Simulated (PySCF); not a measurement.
Two species compared at the same levels of theory.

First species: C₄H₈O₃S.
Z-matrix (Å and degrees, GFN2-xTB geometry), rows numbered from 1:
```
C 
C   1  1.3190
O   2  1.3463  1  131.38
C   3  1.4180  2  117.05  1     5.89
S   2  1.8169  1  120.02  3   177.15
C   5  1.8119  2  103.67  1   134.65
O   5  1.4372  2  108.35  1    18.83
O   5  1.4357  2  108.13  1  -109.85
H   1  1.0762  2  124.61  3     0.21
H   1  1.0738  2  117.50  3   179.64
H   4  1.0877  3  105.98  2   176.90
H   4  1.0935  3  110.85  2   -64.00
H   4  1.0927  3  110.82  2    57.74
H   6  1.0826  5  107.68  2   175.30
H   6  1.0815  5  107.67  2    55.70
H   6  1.0817  5  107.70  2   -65.11
```

Second species: neopentylamine, C5H13N.
InChI=1S/C5H13N/c1-5(2,3)4-6/h4,6H2,1-3H3

Levels: PBE0/def2-SVPD for dipole moment, HOMO energy, LUMO energy, HOMO–LUMO gap, static isotropic polarisability and electronic spatial extent ⟨r²⟩ about the centre of nuclear charge; TDDFT PBE0/def2-SVPD for lowest singlet excitation; TDA PBE0/def2-SVPD for lowest triplet excitation (Tamm–Dancoff); GFN2-xTB for rotational constant A and rotational constant C. Geometries: GFN2-xTB. Each species is one conformer at its optimised geometry, gas phase, non-relativistic unless stated; the electronic structure was computed with PySCF and density fitting.

The conformers computed, where there is a choice (atom-mapped SMILES and torsion angles):
- `[CH2:1]=[C:2]([O:3][CH3:4])[S:5]([CH3:6])(=[O:7])=[O:8]`: C1–C2–O3–C4 6°, C1–C2–S5–C6 135°
- `[CH3:1][C:2]([CH3:3])([CH3:4])[CH2:5][NH2:6]`: C1–C2–C5–N6 63°, H–N6–C5–C2 -69°, H–N6–C5–C2 173°

Values for the first species:

```
Dipole moment                                                     : 5.49 D
HOMO energy                                                       : -7.67 eV
LUMO energy                                                       : -0.49 eV
HOMO–LUMO gap                                                     : 7.18 eV
Lowest singlet excitation                                         : 6.50 eV
Lowest triplet excitation (Tamm–Dancoff)                          : 4.22 eV
Static isotropic polarisability                                   : 80.6 au
Electronic spatial extent ⟨r²⟩ about the centre of nuclear charge : 1135 bohr²
Rotational constant A                                             : 2.930 GHz
Rotational constant C                                             : 1.147 GHz
```

(1) Estimate the same properties for the second species, and the change in each.

## Answers

(1) 
| property | first | second | second less first |
| --- | --- | --- | --- |
| dipole moment | 5.49 D | 1.21 D | -4.28 D |
| HOMO energy | -7.67 eV | -6.84 eV | +0.83 eV |
| LUMO energy | -0.49 eV | 0.62 eV | +1.11 eV |
| HOMO–LUMO gap | 7.18 eV | 7.46 eV | +0.28 eV |
| lowest singlet excitation | 6.50 eV | 6.17 eV | -0.33 eV |
| lowest triplet excitation (Tamm–Dancoff) | 4.22 eV | 5.91 eV | +1.69 eV |
| static isotropic polarisability | 80.6 au | 71.4 au | -9.2 au |
| electronic spatial extent ⟨r²⟩ about the centre of nuclear charge | 1135 bohr² | 666 bohr² | -469 bohr² |
| rotational constant A | 2.930 GHz | 4.403 GHz | +1.473 GHz |
| rotational constant C | 1.147 GHz | 2.572 GHz | +1.425 GHz |

On the first: The polarisability is 11.95 Å³ as a volume (1 au = 0.148185 Å³), or 1.12 au for each of the 72 electrons. No computed singlet falls in the visible range (750 to 380 nm, 1.65 to 3.26 eV); S1 lies 3.24 eV above its blue end.

On the second: The polarisability is 10.59 Å³ as a volume (1 au = 0.148185 Å³), or 1.43 au for each of the 50 electrons. No computed singlet falls in the visible range (750 to 380 nm, 1.65 to 3.26 eV); S1 lies 2.91 eV above its blue end.
